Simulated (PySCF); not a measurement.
Geometry (Å), atoms numbered from 1 in this order:
```xyz
20

C    -2.437    0.518   -0.646
C    -1.409   -0.554   -1.039
C    -0.308    0.251   -0.319
C     0.530   -0.524    0.666
C     1.825   -0.036    1.244
C     2.626    0.002   -0.017
C     1.820   -1.209    0.325
C    -1.400    1.152    0.294
H    -3.346    0.152   -0.172
H    -2.710    1.167   -1.475
H    -1.596   -1.517   -0.568
H    -1.264   -0.708   -2.106
H     0.311    0.801   -1.025
H    -0.099   -1.071    1.368
H     2.129    0.101    2.261
H     3.703   -0.081    0.083
H     2.332    0.646   -0.836
H     2.119   -2.231    0.432
H    -1.583    0.928    1.343
H    -1.248    2.223    0.185
```

PySCF 2.14.0 with density-fitted response routines calculation with geometry: GFN2-xTB and PBE0/pcSseg-1 with gauge-including orbitals; one computed conformer, gas phase, averaged over atoms made equivalent by symmetry, fast rotation or ring inversion, relativity neglected.

**Question.** Predict the 2D correlation tables (HSQC, COSY, HMBC).

**Answer.** 

HSQC (one-bond C–H):
```tsv
δH	δC
2.12 (H13)	25.6 (C3)
2.08 (H12/H20)	26.9 (C2/C8)
1.96 (H10)	17.1 (C1)
1.88 (H14)	54.5 (C4)
1.81 (H9)	17.1 (C1)
1.74 (H15/H18)	6.1 (C5/C7)
1.67 (H11/H19)	26.9 (C2/C8)
1.38 (H16)	28.1 (C6)
1.01 (H17)	28.1 (C6)
```

COSY cross peaks (H two or three bonds apart, from the bond graph; peaks can be absent where the dihedral angle is near 90°):
```tsv
δH	δH
2.12 (H13)	2.08 (H12/H20)
2.12 (H13)	1.88 (H14)
2.12 (H13)	1.67 (H11/H19)
2.08 (H12/H20)	1.96 (H10)
2.08 (H12/H20)	1.81 (H9)
2.08 (H12/H20)	1.67 (H11/H19)
1.96 (H10)	1.81 (H9)
1.96 (H10)	1.67 (H11/H19)
1.88 (H14)	1.74 (H15/H18)
1.81 (H9)	1.67 (H11/H19)
1.74 (H15/H18)	1.38 (H16)
1.74 (H15/H18)	1.01 (H17)
1.38 (H16)	1.01 (H17)
```

HMBC (two and three bonds, from the bond graph):
```tsv
δH	δC
2.12 (H13)	54.5 (C4), 26.9 (C2/C8), 17.1 (C1), 6.1 (C5/C7)
2.08 (H12/H20)	54.5 (C4), 26.9 (C2/C8), 25.6 (C3), 17.1 (C1)
1.96 (H10)	26.9 (C2/C8), 25.6 (C3)
1.88 (H14)	28.1 (C6), 26.9 (C2/C8), 25.6 (C3), 6.1 (C5/C7)
1.81 (H9)	26.9 (C2/C8), 25.6 (C3)
1.74 (H15/H18)	54.5 (C4), 28.1 (C6), 25.6 (C3), 6.1 (C5/C7)
1.67 (H11/H19)	54.5 (C4), 26.9 (C2/C8), 25.6 (C3), 17.1 (C1)
1.38 (H16)	54.5 (C4), 6.1 (C5/C7)
1.01 (H17)	54.5 (C4), 6.1 (C5/C7)
```

Chemical shifts δ = σref − σ; TMS for 1H (σ = 31.72 ppm), 13C (σ = 186.93 ppm), all at this level.

Short H···H contacts in this conformer between protons four or more bonds apart (candidates for NOE cross peaks, intensity ∝ r⁻⁶): H13···H17 2.04 Å, H11···H14 2.49 Å, H14···H19 2.49 Å.

Shifts are as computed. Against solution values, carbons near 30 ppm lie about +3 ppm off and those near 130 ppm about +5 ppm. Of 1211 compounds with measured shifts, 218 miss one by over three times the rms of a fit or turn the order of signals round; such compounds aren't used in these exercises.
